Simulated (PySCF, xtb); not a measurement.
H₃ISi₂, SMILES [SiH3][Si]I (connectivity only; charge and spin as stated), neutral, multiplicity 1.

Harmonic wavenumbers (cm⁻¹) from xtb with GFN2-xTB at its own minimum, in rising order: 74, 99, 304, 348, 387, 488, 786, 805, 850, 2145, 2147, 2215.

Q: What does B3LYP-D3(BJ)/def2-SVP run with PySCF give at its own minimum? (The exact figures need the calculation; the answer reports its results.)

A: 64, 111, 328, 382, 390, 503, 857, 926, 943, 2187, 2199, 2204. Paired by order, the mean absolute difference is 41 cm⁻¹ and the zero-point energies are 15.2 and 15.9 kcal/mol.
